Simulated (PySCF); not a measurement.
# A parent and its derivatives

Level of theory: TDDFT PBE0/def2-SVPD, vertical, gas phase, core orbitals frozen in the response (PySCF). Geometries: GFN2-xTB; one conformer of each isolated species. Triplets are in the Tamm–Dancoff approximation.

Parent: `COc1cpcs1`, with lowest singlet excitation energy 4.62 eV, HOMO energy -6.45 eV, lowest triplet energy 2.93 eV, mean static polarisability 92.9 au, LUMO energy -1.17 eV, S1–T1 gap 1.69 eV. Its spectrum: 268 nm (f 0.051); 242 nm (f 0.002); 237 nm (f 0.060); 228 nm (f 0.008); 210 nm (f 0.002).

Shifts from the parent:

| change | SMILES | Δ S1 (eV) | Δ HOMO (eV) | Δ T1 (eV) | Δ α (au) | Δ LUMO (eV) | Δ S1−T1 (eV) |
| --- | --- | --- | --- | --- | --- | --- | --- |
| OCH3 replaced by ethynyl | C#Cc1cpcs1 | -0.16 | -0.41 | -0.10 | +9.0 | -0.66 | -0.06 |
| H replaced by ethynyl | C#Cc1pcsc1OC | -0.38 | 0.00 | 0.00 | +26.1 | -0.20 | -0.38 |
| H replaced by SiH3 | COc1scpc1[SiH3] | -0.02 | -0.08 | -0.02 | +27.9 | -0.10 | -0.01 |

**Question.** Predict the same shifts for this change: H replaced by CN (`COc1scpc1C#N`).

**Answer.** Δ lowest singlet excitation energy -0.08 eV, Δ HOMO energy -0.65 eV, Δ lowest triplet energy +0.02 eV, Δ mean static polarisability +16.7 au, Δ LUMO energy -0.64 eV, Δ S1–T1 gap -0.11 eV. Spectrum: 4.54 eV (f 0.033); 4.95 eV (f 0.007); 5.05 eV (f 0.001); 5.48 eV (f 0.008); 5.55 eV (f 0.202). S1 falls most with H replaced by ethynyl (-0.38 eV); all changes lower it. S1 is simply the lowest singlet of each species and needn't be the same kind of state throughout. Over these 4 changes the shifts of S1 and of the HOMO–LUMO gap correlate with r = 0.70.
